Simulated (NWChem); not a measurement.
Molecule: C2H6ClNSi; SMILES C/N=C\[SiH2]Cl

```xyz
11

C     -1.1027    -1.9781     0.4301
N      0.0303    -2.0868    -0.4552
C      0.8674    -1.1220    -0.5579
Si     0.8939     0.5664     0.3544
Cl    -0.8156     1.6884    -0.0867
H     -1.1724    -1.0314     1.0195
H     -1.0969    -2.8412     1.1292
H     -2.0331    -2.0788    -0.1690
H      1.7099    -1.2821    -1.2706
H      0.9707     0.4108     1.8472
H      2.0911     1.3266    -0.1355
```
Atoms are numbered in this order, from 1.

Level: PBE-D3(BJ)/def2-SVP (NWChem), optimised geometry, unscaled harmonic frequencies. 

Task: List the harmonic frequencies with IR intensities, and the thermochemistry.

Result: 
```json
[
 {"frequency (cm⁻¹)": "70", "IR intensity (km/mol)": "1.8"},
 {"frequency (cm⁻¹)": "106", "IR intensity (km/mol)": "2.1"},
 {"frequency (cm⁻¹)": "167", "IR intensity (km/mol)": "3.2"},
 {"frequency (cm⁻¹)": "211", "IR intensity (km/mol)": "2.2"},
 {"frequency (cm⁻¹)": "369", "IR intensity (km/mol)": "10.7"},
 {"frequency (cm⁻¹)": "476", "IR intensity (km/mol)": "13.2"},
 {"frequency (cm⁻¹)": "507", "IR intensity (km/mol)": "36.5"},
 {"frequency (cm⁻¹)": "561", "IR intensity (km/mol)": "49.2"},
 {"frequency (cm⁻¹)": "656", "IR intensity (km/mol)": "6.1"},
 {"frequency (cm⁻¹)": "715", "IR intensity (km/mol)": "42.1"},
 {"frequency (cm⁻¹)": "812", "IR intensity (km/mol)": "33.3"},
 {"frequency (cm⁻¹)": "857", "IR intensity (km/mol)": "135.4"},
 {"frequency (cm⁻¹)": "911", "IR intensity (km/mol)": "106.5"},
 {"frequency (cm⁻¹)": "971", "IR intensity (km/mol)": "14.3"},
 {"frequency (cm⁻¹)": "1078", "IR intensity (km/mol)": "0.7"},
 {"frequency (cm⁻¹)": "1106", "IR intensity (km/mol)": "3.5"},
 {"frequency (cm⁻¹)": "1304", "IR intensity (km/mol)": "14.9"},
 {"frequency (cm⁻¹)": "1350", "IR intensity (km/mol)": "3.6"},
 {"frequency (cm⁻¹)": "1386", "IR intensity (km/mol)": "5.4"},
 {"frequency (cm⁻¹)": "1419", "IR intensity (km/mol)": "20.4"},
 {"frequency (cm⁻¹)": "1661", "IR intensity (km/mol)": "9.0"},
 {"frequency (cm⁻¹)": "2166", "IR intensity (km/mol)": "78.9"},
 {"frequency (cm⁻¹)": "2186", "IR intensity (km/mol)": "105.9"},
 {"frequency (cm⁻¹)": "2902", "IR intensity (km/mol)": "37.0"},
 {"frequency (cm⁻¹)": "2967", "IR intensity (km/mol)": "22.5"},
 {"frequency (cm⁻¹)": "3015", "IR intensity (km/mol)": "15.8"},
 {"frequency (cm⁻¹)": "3039", "IR intensity (km/mol)": "4.4"}
]
```

```json
{
 "zero_point_energy": "47.1 kcal/mol",
 "thermal correction to the enthalpy at 298.15 K (with zero-point energy)": "52.1 kcal/mol",
 "heat capacity Cv": "23.7 cal/(mol K)",
 "entropy at 298.15 K and 1 atm (symmetry number 1)": "83.9 cal/(mol K)",
 "dipole_moment": "0.99 D"
}
```

Rigid rotor and harmonic oscillator; modes under 100 cm⁻¹ make the entropy uncertain.
